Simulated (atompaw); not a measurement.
## PBEsol PAW (atompaw) dataset for fluorine, scalar-relativistic all-electron reference.

atompaw 4.2.0.5 was run on this input:

```
F 9
GGA-PBESOL scalarrelativistic loggrid 1500 logderivrange -4 5 226
2 2 0 0 0 0
2 1 5
0 0 0
c
v
v
2
2.05 2.00 1.65 1.80
y
0.05
n
y
-0.45
n
y
-0.15
y
0.7
n
custom polynom2 7 10 vanderbiltortho besselshape
3 0 troulliermartins
0.85
0.85
2.05
2.05
2.05
2.05
PWSCFOUT
UPFDX 0.0125d0 UPFXMIN -7.d0 UPFZMESH 9.d0
END
```

Command:

```bash
atompaw < F.input > F.log
```

Output (summary file):

```
Completed calculations for F (AE)

 Exchange-correlation type: GGA, Perdew-Burke-Ernzerhof modified (PBEsol)

 Radial integration grid is logarithmic
 r0 =   8.4897475E-04 h =   7.6407728E-03   n =      1500 rmax =   8.0000000E+01

 Scalar relativistic calculation

 AEatom converged in  29 iterations
   nz     =   9.00
   delta  =       4.489398853417E-17

 All Electron Orbital energies:
  n  l      occupancy      energy
  1  0      2.0000000E+00 -4.8594604E+01
  2  0      2.0000000E+00 -2.1844208E+00
  2  1      5.0000000E+00 -8.1229650E-01

 Total energy
   Total                    :     -198.89592577441414

 ---
 Completed calculations for F (SC)

 Exchange-correlation type: GGA, Perdew-Burke-Ernzerhof modified (PBEsol)

 Radial integration grid is logarithmic
 r0 =   8.4897475E-04 h =   7.6407728E-03   n =      1500 rmax =   8.0000000E+01

 Scalar relativistic calculation

 SCatom converged in   1 iterations
   nz     =   9.00
   delta  =       3.007421460032E-17

 Valence Electron Orbital energies:
  n  l      occupancy      energy
   2  0      2.0000000E+00 -2.1844208E+00
   2  1      5.0000000E+00 -8.1229650E-01

 Total energy
   Total                    :     -198.89592577394521
   Valence                  :      -58.46774634761883

 PAW parameters:
       lmax =            2
         rc =    2.0579176905534964
        irc =         1021
   rc_shape =    2.0112627483552710
    rc_vloc =    1.6613899778275696
    rc_core =    1.8071378242650118
   Vloc: Norm-conserving Troullier-Martins with l= 3;e=   0.0000E+00
   Projector type: improved polynomial pseudization + Vanderbilt ortho.
   Bessel compensation charge shape zeroed at   2.0113E+00

 Number of basis functions     6
 No.   n  nodes  l      Energy         Cp coeff         Occ
  1    2    1    0   -0.2184421E+01  0.4091830E+02  0.2000000E+01
  2  999    2    0    0.5000000E-01 -0.4247167E+02  0.0000000E+00
  3    2    0    1   -0.8122965E+00 -0.1969773E+03  0.5000000E+01
  4  999    1    1   -0.4500000E+00 -0.1027757E+00  0.0000000E+00
  5  999    0    2   -0.1500000E+00 -0.1380171E+04  0.0000000E+00
  6  999    1    2    0.7000000E+00 -0.6903559E+03  0.0000000E+00

 Eigenvalues of overlap operator (in the basis of projectors):
    1        2.97999290E-03
    2        1.18401526E+00
    3        2.09215756E+00
    4        2.71391685E+02
    5        8.99426710E+02
    6        3.95414966E+04

 Orbital leakage outside PAW augmentation regions
   orb  is_core?  %out_of_sphere
   1 0    T           0.00
   2 0    F           3.16
   2 1    F           8.27

 Summary of PAW energies
   Total valence energy     :    -58.46774961142301
   Smooth energy            :      2.33278133383349
   One center               :    -60.80053094525650
   Smooth kinetic           :     10.48345796860879
   Vloc energy              :     -4.65763471468089
   Smooth exch-corr         :     -4.24418298703947
   One-center xc            :    -15.56152335401902
```

The run took about 2.1 s on one core of a shared server CPU.
